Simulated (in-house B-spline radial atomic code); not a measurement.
Se⁺. Computed with a B-spline radial atomic code. Model: non-relativistic spherical atom: semilocal Troullier-Martins pseudo-atom, one channel per l, against all electrons, high spin, G0W0 and RPA with empty states to l = 8, local potential for every l without a channel, a model core (radius 0 = none) keeps its share of the functional.

The core holds an angular momentum without a channel of its own, so the local potential lets valence electrons into it.

What the tables leave out is listed at the end.

The pseudopotential gives back the lowest level of each angular momentum of its own functional in the configuration it was made in; a second state of the same l is only approximately right. Exact exchange, RPA and GW see the smooth pseudo-orbitals and miss the exchange with the core, for which the functional's share stands in. The column with an uncorrelated core keeps all orbitals and exact exchange, and so separates missing core correlation from pseudisation. Only the three outermost levels and the lowest empty one were computed. RPA here is direct RPA, with no exchange kernel, and its energies carry an (l + 1/2)⁻⁴ tail. A hybrid on a potential with a model core restores only its own semilocal share of the core's exchange.

Command:
```bash
python run_psgw.py task.json out
```
Settings (lengths in bohr, energies in hartree):
```
Z                      34
electrons              33
configuration          [Ar] 3d10 4s2 4p3
generated_in           [Ar] 3d10 4s2 4p4
functional             pbe,pbe
core_shells            6
radius_factor          0.9
core_correction        True
```

Cost of the run: 12 s on 1 thread of Intel(R) Xeon(R) 6975P-C (Granite Rapids), on a shared host.

Given: made with PBE; model core radius 1.169 bohr; local radius 1.428 bohr; mean-field start PBE.

Valence shells of the generating configuration: 4s, 4p.

Channel: s 1.392, p 1.635 (radii in bohr).

Computed: largest level miss in the spin-unpolarised generating configuration 0.001 eV; valence RPA correlation energy all-electron orbitals -0.19081 hartree; valence RPA correlation energy pseudo -0.23299 hartree; pseudo-atom RPA polarisability 13.03 bohr³.

```tsv
level	occupied	mean-field all-electron (eV)	mean-field pseudo minus all (eV)	G0W0 all-electron (eV)	G0W0 uncorrelated core minus all (eV)	G0W0 pseudo minus all (eV)	exchange self-energy all-electron (eV)	exchange self-energy pseudo (eV)
4p up	1	-16.416	-0.002	-21.352	0.197	0.028	-19.889	-17.046
4s down	1	-24.431	-0.008	-29.263	0.522	0.015	-18.44	-13.797
4p down (empty)	0	-13.614	-0.007	-10.076	0.23	-0.376	-5.6252	-2.8163
```

(1) What is the all-electron RPA polarisability, core included?

Given: mean-field start PBE0.

Computed: valence RPA correlation energy pseudo -0.20879 hartree; all-electron RPA polarisability, core included 11.131 bohr³; pseudo-atom RPA polarisability 11.742 bohr³.

| level | occupied | mean-field all-electron (eV) | mean-field pseudo minus all (eV) | G0W0 all-electron (eV) | G0W0 uncorrelated core minus all (eV) | G0W0 pseudo minus all (eV) | exchange self-energy all-electron (eV) | exchange self-energy pseudo (eV) |
| --- | --- | --- | --- | --- | --- | --- | --- | --- |
| 4p up | 1 | -17.858 | 0.063 | -21.532 | 0.194 | 0.059 | -19.865 | -16.994 |
| 4s down | 1 | -25.568 | 0.283 | -29.304 | 0.527 | 0.376 | -18.224 | -13.611 |
| 4p down (empty) | 0 | -12.392 | 0.035 | -9.8729 | 0.22 | -0.222 | -5.3099 | -2.7293 |

(2) What is the valence RPA correlation energy all-electron orbitals?

## Answers

(1) 12.511 bohr³.

(2) -0.17462 hartree.

Among the listed levels the largest G0W0 shift of the pseudo-atom is +0.38 eV, for 4s down on the PBE0 start, while leaving the core uncorrelated moves that level by +0.53 eV. The rest, -0.15 eV, comes from pseudisation and the lost core exchange. Not in the tables (levels of low weight, unsolved or above zero; the highest and the empty levels are kept at any weight): on PBE the G0W0 levels 4s up (pseudo minus all +1.19 eV, weights 0.31 and 0.18); on PBE0 the G0W0 levels 4s up (pseudo minus all +0.63 eV, weights 0.49 and 0.39); no Hartree-Fock pseudo-atom is run with a model core.
